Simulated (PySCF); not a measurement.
Geometry (Å), atoms numbered from 1 in this order:
```xyz
20

C     1.5296    1.1047    0.0745
C     1.8208   -0.1568    0.4200
C     1.1462   -1.3605   -0.0732
C     1.5908   -2.5851    0.2594
C    -0.0652   -1.2027   -0.9557
N    -1.1793   -0.6310   -0.2341
C    -1.9208    0.4194   -0.6213
C    -2.9882    0.8055    0.3662
S    -1.6884    1.2532   -2.0333
H     2.1044    1.9372    0.4878
H     0.7298    1.3576   -0.6303
H     2.6417   -0.3392    1.1230
H     2.4708   -2.7157    0.8952
H     1.0988   -3.4898   -0.1073
H    -0.3512   -2.1819   -1.3744
H     0.1304   -0.5271   -1.8041
H    -1.3892   -1.0483    0.6662
H    -3.6257    1.5885   -0.0563
H    -3.6088   -0.0650    0.6355
H    -2.5213    1.1866    1.2897
```

Geometry: PBE0-D3(BJ)/def2-SVP; GIAO absolute shieldings from PySCF 2.14.0 with density-fitted response routines, gas phase, non-relativistic, averaged over equivalent atoms.

At WP04/pcSseg-1 (215 basis functions, 38 s wall time on 1 thread of an x86-64 server CPU, shared host):
| atoms | σ (ppm) |
| --- | --- |
| C7 | -37.1 |
| C3 | 20.0 |
| C2 | 31.6 |
| C1 | 47.1 |
| C4 | 48.2 |
| C5 | 122.5 |
| C8 | 138.0 |
| N6 | 77.1 |
| S9 | 103.5 |
| H12 | 25.60 |
| H11 | 25.63 |
| H17 | 26.05 |
| H10 | 26.42 |
| H13 | 26.49 |
| H14 | 26.49 |
| H15/H16 | 27.12 |
| H18/H19/H20 | 29.29 |

**Question.** Predict the values at PBE0/pcSseg-1 on the same geometry.

**Answer.** 
```
      atoms  σ at PBE0/pcSseg-1  change
         C7               -22.2   +14.9
         C3                31.1   +11.1
         C2                41.9   +10.3
         C1                57.1   +10.0
         C4                57.7    +9.5
         C5               135.7   +13.2
         C8               150.5   +12.5
         N6                89.5   +12.4
         S9               182.7   +79.2
        H12               24.92   -0.68
        H11               24.99   -0.64
        H17               25.78   -0.27
        H10               25.80   -0.62
        H13               25.90   -0.59
        H14               25.86   -0.63
    H15/H16               26.67   -0.45
H18/H19/H20               28.91   -0.38
```

The largest change is at S9 (thione sulfur). Cost: 215 basis functions, 54 s wall time on 1 thread of an x86-64 server CPU, shared host. The order of the carbon signals is the same at both levels.
